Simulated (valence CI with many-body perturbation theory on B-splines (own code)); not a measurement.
## Ho⁵⁴⁺: electric-dipole lines

Calculated by configuration interaction combined with many-body perturbation theory (CI+MBPT): three valence electrons over a frozen Dirac-Fock core [Ne], radial functions for each j: 11 s, 11 p, 9 d, 7 f, 5 g, 2 h, 1 i, with the one-electron correlation potential Σ1 (screened to all orders), the two-electron term Σ2, the three-electron term Σ3, Breit, model QED; selected single and double excitations, second order for the rest (own B-spline code, finite nucleus).

The last digits are not significant, and no measured levels were compared; by estimate large intervals hold to a few tenths of a per cent, small ones and those within an open d or f shell to about a per cent.

Lines 1 to 50 of 257 in falling wavelength, among levels below 1063.5 eV, chosen from the strongest by gf and those to the six lowest levels. Wavelengths and rates use the calculated energies. Electric multipoles are in the length gauge, E1 and E2 with the static RPA response of the core. Weak lines are less certain than strong ones. Lines between different terms over intervals too small for the method are left out, as are lines whose strength nearly cancels. The highest levels of a list are the least certain.

Levels are named by their leading jj configuration (3d3/2^4 stands for four electrons in 3d with j = 3/2), which in mixed levels can hold well under half, so a name can repeat and another be missing. Letters in brackets count levels of one name in rising energy.

```tsv
λ vac (Å)	Upper	Lower	A (s⁻¹)	log gf	Branch %
147.1	(3s^2 3p3/2) J=3/2	(3s 3p1/2^2) J=1/2	3.63e+07	-3.33	39.7
114.9	(3p1/2 3p3/2 3d3/2) J=7/2	(3s 3p3/2 3d3/2) J=5/2 [b]	4.16e+09	-1.18	0.6
109.8	(3s 3p1/2 3d3/2) J=5/2	(3s^2 3d3/2) J=3/2	6.79e+09	-1.13	33.1
106.1	(3s 3p1/2 3p3/2) J=3/2 [a]	(3s^2 3p3/2) J=3/2	1.53e+09	-1.99	25.9
102.1	(3p1/2 3p3/2 3d5/2) J=7/2 [b]	(3s 3p3/2 3d5/2) J=5/2 [b]	9.41e+09	-0.93	1.6
100.1	(3p1/2 3p3/2 3d5/2) J=9/2	(3s 3p3/2 3d5/2) J=7/2 [b]	7.66e+09	-0.94	1.8
93.68	(3s 3p1/2 3d5/2) J=7/2	(3s^2 3d5/2) J=5/2	1.69e+10	-0.75	13.0
93.57	(3s 3p1/2 3p3/2) J=5/2	(3s^2 3p3/2) J=3/2	1.02e+10	-1.10	100.0
89.46	(3p1/2^2 3d3/2) J=3/2	(3s 3p1/2 3d3/2) J=1/2	1.30e+10	-1.20	10.2
88.53	(3p1/2 3p3/2 3d5/2) J=9/2	(3s 3p3/2 3d5/2) J=7/2 [a]	1.18e+10	-0.86	2.8
87.69	(3p1/2^2 3p3/2) J=3/2	(3s 3p1/2 3p3/2) J=3/2 [b]	6.61e+09	-1.52	2.6
87.41	(3s 3p1/2 3d5/2) J=5/2 [b]	(3s^2 3d5/2) J=5/2	1.31e+10	-1.05	7.8
87.02	(3p1/2 3p3/2 3d5/2) J=5/2 [a]	(3s 3p3/2 3d5/2) J=3/2 [a]	1.26e+10	-1.07	1.3
86.89	(3s 3p1/2^2) J=1/2	(3s^2 3p1/2) J=1/2	2.73e+10	-1.21	100.0
85.62	(3p1/2 3p3/2 3d3/2) J=7/2	(3s 3p3/2 3d3/2) J=7/2	1.45e+10	-0.89	2.1
84.57	(3s 3p1/2 3d5/2) J=3/2	(3s^2 3d5/2) J=5/2	1.87e+10	-1.10	4.1
84.41	(3p1/2 3p3/2 3d5/2) J=3/2 [b]	(3s 3p3/2 3d5/2) J=1/2	2.16e+10	-1.03	2.2
84.06	(3p1/2^2 3d5/2) J=5/2	(3s 3p1/2 3d5/2) J=3/2	2.86e+10	-0.74	12.8
81.73	(3p1/2 3p3/2 3d5/2) J=3/2 [a]	(3s 3p3/2 3d5/2) J=5/2 [a]	3.05e+10	-0.91	3.8
81.62	(3s 3p1/2 3p3/2) J=3/2 [b]	(3s^2 3p3/2) J=3/2	1.80e+10	-1.14	4.6
81.43	(3p1/2^2 3d5/2) J=5/2	(3s 3p1/2 3d5/2) J=5/2 [b]	3.01e+10	-0.75	13.5
80.90	(3p1/2 3p3/2 3d5/2) J=5/2 [a]	(3s 3p3/2 3d5/2) J=5/2 [a]	1.67e+10	-1.01	1.8
80.01	(3s 3p1/2 3d3/2) J=3/2 [a]	(3s 3p1/2 3p3/2) J=3/2 [b]	1.71e+10	-1.18	11.8
78.56	(3p1/2 3p3/2 3d5/2) J=7/2 [b]	(3s 3p3/2 3d5/2) J=7/2 [a]	1.77e+10	-0.88	3.0
78.06	(3p1/2 3p3/2^2) J=5/2	(3s 3p3/2^2) J=5/2	2.16e+10	-0.93	3.2
77.18	(3p1/2 3p3/2 3d5/2) J=5/2 [b]	(3s 3p3/2 3d5/2) J=7/2 [a]	2.63e+10	-0.85	2.7
77.17	(3s 3p1/2 3p3/2) J=1/2	(3s^2 3p3/2) J=3/2	2.44e+10	-1.36	1.9
77.11	(3p1/2^2 3p3/2) J=3/2	(3s 3p1/2 3p3/2) J=5/2	4.11e+10	-0.83	15.9
76.70	(3p1/2^2 3d3/2) J=3/2	(3s 3p1/2 3d3/2) J=5/2	6.17e+10	-0.66	48.5
76.66	(3p1/2^2 3d5/2) J=5/2	(3s 3p1/2 3d5/2) J=7/2	5.65e+10	-0.53	25.2
76.61	(3p1/2 3p3/2 3d5/2) J=7/2 [a]	(3s 3p3/2 3d5/2) J=9/2	4.30e+10	-0.52	6.0
76.14	(3p1/2 3p3/2^2) J=3/2	(3s 3p3/2^2) J=5/2	4.07e+10	-0.85	2.7
74.54	(3s 3p1/2 3d3/2) J=5/2	(3s 3p1/2 3p3/2) J=3/2 [b]	4.49e+09	-1.65	21.9
74.19	(3p1/2 3p3/2 3d3/2) J=5/2 [b]	(3s 3p3/2 3d3/2) J=7/2	4.92e+10	-0.61	3.4
73.23	(3p1/2 3p3/2 3d3/2) J=5/2 [a]	(3p1/2 3p3/2^2) J=5/2	2.00e+10	-1.02	4.0
73.22	(3p1/2 3p3/2 3d5/2) J=9/2	(3s 3p3/2 3d5/2) J=9/2	3.17e+10	-0.59	7.6
73.21	(3p1/2 3p3/2 3d3/2) J=3/2 [b]	(3s 3p3/2 3d3/2) J=5/2 [a]	2.71e+10	-1.06	1.6
71.66	(3p1/2^2 3d3/2) J=3/2	(3s 3p1/2 3d3/2) J=3/2 [a]	3.26e+10	-1.00	25.6
71.11	(3s 3p1/2 3d3/2) J=3/2 [a]	(3s 3p1/2 3p3/2) J=5/2	2.00e+10	-1.22	13.8
70.27	(3p1/2^2 3p3/2) J=3/2	(3s 3p1/2 3p3/2) J=3/2 [a]	1.72e+10	-1.29	6.7
66.76	(3s 3p1/2 3d3/2) J=5/2	(3s 3p1/2 3p3/2) J=5/2	8.96e+09	-1.44	43.7
65.46	(3s 3p1/2 3d3/2) J=1/2	(3s 3p1/2 3p3/2) J=3/2 [b]	1.24e+08	-3.80	0.0
65.25	(3s 3p1/2 3d3/2) J=3/2 [a]	(3s 3p1/2 3p3/2) J=3/2 [a]	2.72e+06	-5.16	0.0
63.97	(3s 3p1/2 3d3/2) J=3/2 [b]	(3s 3p1/2 3p3/2) J=3/2 [b]	5.14e+09	-1.90	0.4
61.57	(3s 3p1/2 3d3/2) J=5/2	(3s 3p1/2 3p3/2) J=3/2 [a]	2.27e+08	-3.11	1.1
60.38	(3s^2 3d3/2) J=3/2	(3s^2 3p3/2) J=3/2	2.31e+08	-3.30	0.0
58.15	(3s 3p1/2 3d3/2) J=3/2 [b]	(3s 3p1/2 3p3/2) J=5/2	6.37e+08	-2.89	0.0
57.12	(3s 3p3/2 3d5/2) J=3/2 [a]	(3s 3p3/2^2) J=3/2	3.68e+10	-1.14	6.3
56.74	(3s 3p1/2 3d5/2) J=5/2 [a]	(3s 3p1/2 3p3/2) J=3/2 [b]	1.65e+09	-2.32	0.9
55.24	(3s 3p1/2 3d3/2) J=1/2	(3s 3p1/2 3p3/2) J=3/2 [a]	4.75e+09	-2.36	0.4
```
